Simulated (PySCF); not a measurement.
Gas-phase reaction: SnF2 + 2 SnH3F = 3 SnH2 + 4 F

Computed with PySCF and rigid-rotor harmonic-oscillator thermochemistry at 1 bar. † marks an energy on the PBE0/def2-TZVP geometry and frequencies. MP2 and CCSD(T) freeze the core. Open shells (unrestricted): F (multiplicity 2); the rest are closed-shell singlets. Spin-orbit splitting is ignored; it lowers the true energy and changes the entropy of F. Sn: scalar-relativistic def2 core potential, no spin-orbit coupling. SnH3F, SnH2: computed as isolated molecules; such fragments, hydroxides, amides, oligomers or adducts are transient or little studied in the gas. MP2 isn't extrapolated to the basis-set limit. CCSD(T) isn't extrapolated to the basis-set limit.

| level | ΔH°(298 K), kJ |
|---|---|
| BLYP/def2-TZVP† | [?] |
| CCSD(T)/def2-TZVPP† | [?] |
| MP2/def2-SVP† | 1840 |
| MP2/def2-TZVPP† | 1945 |
| PBE/def2-TZVP† | 1920 |
| PBE0/def2-QZVP† | [?] |
| PBE0/def2-SVP† | 1758 |
| LDA/def2-TZVP† | [?] |

### Question
What belongs in the gaps?

### Answer

- BLYP/def2-TZVP†, ΔH°(298 K), kJ: 1851
- CCSD(T)/def2-TZVPP†, ΔH°(298 K), kJ: 1815
- PBE0/def2-QZVP†, ΔH°(298 K), kJ: 1842
- LDA/def2-TZVP†, ΔH°(298 K), kJ: 2222
